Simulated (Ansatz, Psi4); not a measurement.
**C5H8OS (SMILES O=C1CCSCC1): the vertical energy of the triplet above the singlet from total energies**

C5H8OS has 15 atoms, charge 0, and is taken as a singlet. As SMILES, `O=C1CCSCC1`. The shape is that of a PBE0-D4/def2-TZVP optimisation. This is one conformer, not always the lowest.

Both states at this one shape; open shells run unrestricted unless said. 1 Eh = 27.2114 eV.

| level | program | singlet C5H8OS (Eh) | triplet C5H8OS (Eh) |
| --- | --- | --- | --- |
| HF/3-21G | Ansatz | -662.920630 | -662.815363 |
| B3LYP/6-31G* (Cartesian functions) | Psi4 | -668.760372 | -668.622778 |

Problem. Work out the vertical gap, second state less first, at each level.

Solution. 
1. HF/3-21G: -662.815363 − (-662.920630) = 0.105267 Eh = 2.86 eV.
2. B3LYP/6-31G* (Cartesian functions): -668.622778 − (-668.760372) = 0.137594 Eh = 3.74 eV.

No measured value is set beside it here; the levels span 2.86 to 3.74 eV. Hartree–Fock favours the state with fewer electron pairs, since it lacks pair correlation.
